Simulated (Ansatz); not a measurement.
`C=N[SiH](O)F` → `N=C(F)O[SiH3]`  (isomerisation)

Computed with Ansatz on PBE0-D4/def2-TZVP structures; ΔE is electronic, products minus reactants. CCSD(T)/CBS adds triple-zeta CCSD(T) − MP2 to the extrapolated MP2 energy (def2 sets, frozen cores). Functionals use def2-TZVPP. One conformer a species, not always the lowest.

`C=N[SiH](O)F`:

```xyz
9

C     1.200    0.173    1.210
N     0.861    0.124   -0.001
Si   -0.743    0.245   -0.623
O    -1.034   -1.049   -1.564
F    -1.834    0.261    0.541
H     0.494    0.303    2.042
H     2.256    0.084    1.492
H    -0.900    1.503   -1.369
H    -0.300   -1.643   -1.728
```

`N=C(F)O[SiH3]`:

Z-matrix (Å, degrees):
```
Si
O 1 1.675
H 1 1.475 2 104.6
H 1 1.483 2 109.3 3 119.9
H 1 1.483 2 109.2 3 -120.0
C 2 1.328 1 124.3 3 179.7
F 6 1.318 2 108.4 1 -179.4
N 6 1.250 2 132.3 1 0.6
H 8 1.014 6 113.3 2 0.0
```

```json
{"species": "`C=N[SiH](O)F`", "PBE-D4 energy (Eh)": "-559.63098"}
{"species": "`N=C(F)O[SiH3]`", "PBE-D4 energy (Eh)": "-559.53862"}
```

(1) Work out ΔE.

Largest T1 diagnostic among the species: 0.013.

Answers

(1) ΔE = (-559.53862) − (-559.63098) = 0.09236 Eh = +58.0 kcal/mol. CCSD(T)/CBS gives +68.0 kcal/mol.

At CCSD(T), def2-SVP lies −14.3 kcal/mol from the extrapolated value and def2-TZVPP −2.6 kcal/mol. From r2SCAN to r2SCAN0 (25 % exact exchange), in def2-TZVPP and without D4, ΔE moves by +1.4 kcal/mol.
